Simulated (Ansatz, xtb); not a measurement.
# C5H6N2: 3 structures ranked

3 gas-phase structures of C5H6N2, from a drawn sample of its isomers (lower ones may exist). Each was relaxed with GFN2-xTB:

A. `Cc1ncccn1`, a singlet
B. `Cc1ccncn1`, a singlet
C. `Cc1cncnc1`, a singlet

Question: Make a reasoned guess at their ranking by r2SCAN-D4/def2-SVP single-point energy.

Answer: Calculated order at r2SCAN-D4/def2-SVP: A (0.0), B (0.6), C (2.8) kcal/mol. Less than 1 kcal/mol parts A and B, so the order within that pair means little.

Energies above the lowest of each column, in kcal/mol; the last columns are at B3LYP/def2-SVP geometries:

```
structure  GFN2-xTB  HF/STO-3G  r2SCAN-D4/def2-SVP  B3LYP/def2-SVP  CCSD(T)/def2-SVP + ΔMP2/def2-TZVPP
        A       0.0        0.0                 0.0             0.0                                 0.0
        B       0.1        0.3                 0.6             0.6                                 0.2
        C       1.4        1.4                 2.8             2.8                                 2.3
```

Every level run on A puts it lowest or level with the lowest. ΔMP2 is the change of the MP2 energy from the smaller to the larger basis.

Programs: Ansatz 0.2.0, xtb 6.7.1.
